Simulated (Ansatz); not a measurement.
Species: [Cr(=O)2(F)2] (charge 0, multiplicity 1).

### Question
Give a relaxed geometry from Ansatz (an electronic-structure program) with PBE-D3(BJ)/def2-SVP.

### Answer
the end point of this relaxation.
Cartesian coordinates (Å) in one orientation:
```xyz
5

Cr     0.001    -0.001     0.000
O      0.788    -0.938     0.963
O      0.006    -0.641    -1.420
F     -1.606     0.156     0.546
F      0.763     1.522    -0.061
```
